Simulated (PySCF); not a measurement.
Vertical excitations of a molecule C4H9Al from TDA-B3LYP/def2-SVPD (PySCF), as energy in eV (oscillator strength): 4.47 (0.000), 4.95 (0.001), 5.78 (0.159), 6.36 (0.004), 6.44 (0.029), 6.82 (0.003), 6.86 (0.001), 6.93 (0.049), 7.07 (0.008), 7.16 (0.022). Lowest triplet (TDA): 3.92 eV. The structure is a stationary point at B3LYP-D3(BJ)/def2-SVP. The values are those of a single conformer.

Q: Pick the molecule that these values belong to.
A. C=C[CH2][AlH][CH3]
B. C=[CH][Al]([CH3])[CH3]
C. C=[CH][AlH][CH2]C

A: C, C=[CH][AlH][CH2]C
